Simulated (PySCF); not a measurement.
## Atomic charges by several schemes

Species: C₈H₁₀.
Geometry (GFN2-xTB, Å), atoms numbered from 1 in this order:
```xyz
18
C8H10 angstrom
C     -2.388   -0.463   -0.644
C     -1.656    0.140    0.557
C     -0.172    0.147    0.316
C      0.608   -0.945    0.676
C      1.967   -0.958    0.418
C      2.565    0.123   -0.206
C      1.797    1.215   -0.571
C      0.438    1.225   -0.312
H     -3.462   -0.469   -0.471
H     -2.183    0.115   -1.542
H     -2.058   -1.486   -0.814
H     -1.884   -0.447    1.449
H     -2.010    1.160    0.718
H      0.145   -1.791    1.165
H      2.561   -1.814    0.704
H      3.626    0.115   -0.406
H      2.258    2.061   -1.060
H     -0.158    2.081   -0.597
```

Density: PBE0/pcSseg-1 (PySCF); schemes: Mulliken, IAO, Hirshfeld and ESP-fitted. One conformer (not necessarily the lowest) at the GFN2-xTB geometry, without solvent, vibrations or thermal averaging.

Question: What partial charge does each atom carry?

Answer: In e:

| atom | environment | Mulliken | IAO | Hirshfeld | ESP-fitted |
| --- | --- | --- | --- | --- | --- |
| C1 | methyl carbon | -0.261 | -0.411 | -0.117 | -0.108 |
| C2 | benzylic-type carbon | -0.128 | -0.255 | -0.066 | +0.104 |
| C3 | substituted aromatic carbon | -0.298 | +0.014 | +0.010 | -0.079 |
| C4 | aromatic CH carbon | -0.025 | -0.163 | -0.054 | -0.103 |
| C5 | aromatic CH carbon | -0.074 | -0.149 | -0.051 | -0.228 |
| C6 | aromatic CH carbon | -0.081 | -0.160 | -0.055 | -0.056 |
| C7 | aromatic CH carbon | -0.074 | -0.149 | -0.051 | -0.225 |
| C8 | aromatic CH carbon | -0.025 | -0.163 | -0.054 | -0.102 |
| H9 | methyl hydrogen | +0.113 | +0.139 | +0.040 | +0.019 |
| H10 | methyl hydrogen | +0.114 | +0.141 | +0.038 | +0.039 |
| H11 | methyl hydrogen | +0.114 | +0.141 | +0.038 | +0.037 |
| H12 | methylene hydrogen | +0.119 | +0.138 | +0.041 | +0.004 |
| H13 | methylene hydrogen | +0.119 | +0.138 | +0.041 | +0.004 |
| H14 | aromatic hydrogen | +0.062 | +0.144 | +0.047 | +0.136 |
| H15 | aromatic hydrogen | +0.088 | +0.151 | +0.049 | +0.152 |
| H16 | aromatic hydrogen | +0.086 | +0.151 | +0.048 | +0.120 |
| H17 | aromatic hydrogen | +0.088 | +0.151 | +0.049 | +0.151 |
| H18 | aromatic hydrogen | +0.062 | +0.144 | +0.047 | +0.135 |

Mean size of the charges over all atoms: IAO 0.161 e, Mulliken 0.107 e, ESP-fitted 0.100 e, Hirshfeld 0.050 e. Each set sums to the total charge, 0, to within 0.001 e. The Mulliken scheme gives each basis function's population to the atom it is centred on and halves the overlap population of two atoms between them. The ESP scheme fits charges at the nuclei, held to the total charge, to the electrostatic potential on points at 1.4 to 2.0 times the van der Waals radii.

Lowest charge. The schemes don't all agree: Mulliken C3 (-0.298); IAO C1 (-0.411); Hirshfeld C1 (-0.117); ESP-fitted C5 (-0.228).

Highest charge. The schemes don't all agree: Mulliken H12 and H13 (+0.119); IAO H15, H16 and H17 (+0.151); Hirshfeld H15 and H17 (+0.049); ESP-fitted H15 (+0.152).

Question: How closely do the schemes follow one another over all atoms?

Answer: Correlation coefficient and root-mean-square difference: IAO with Hirshfeld 1.00, 0.124 e; Mulliken with IAO 0.78, 0.111 e; Mulliken with Hirshfeld 0.75, 0.094 e; Hirshfeld with ESP-fitted 0.69, 0.091 e; IAO with ESP-fitted 0.64, 0.136 e; Mulliken with ESP-fitted 0.54, 0.118 e.

Question: How many electrons does the ESP-fitted scheme count on C6?

Answer: Z − q = 6 − (-0.056) = 6.056.
